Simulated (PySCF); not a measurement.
YF₃, SMILES [F][Y]([F])[F].

Geometry optimised at B3LYP-D3(BJ)/def2-TZVP. The isomer is the one that the SMILES or the coordinates give; other isomers of the formula were not compared. The def2 effective core potentials stand for the cores of Y; spin–orbit coupling is left out.

The numbers are results of PySCF with PBE/def2-TZVPD, not measurements.

Symmetry labels are those of the subgroup C2v that the program uses (full group D3h).

Question: List the valence orbital energies around the gap with their symmetry. (An estimate is asked for; the answer gives what the named calculation found.)

Answer: 
```csv
orbital,symmetry,energy (eV)
HOMO−7,B1,-9.59
HOMO−6,A1,-9.59
HOMO−5,A2,-9.22
HOMO−4,B2,-9.22
HOMO−3,B2,-8.91
HOMO−2,B1,-8.78
HOMO−1,A1,-8.63
HOMO,B1,-8.63
LUMO,A1,-3.19
LUMO+1,B2,-1.37
LUMO+2,A2,-1.37
LUMO+3,B2,-0.53
```
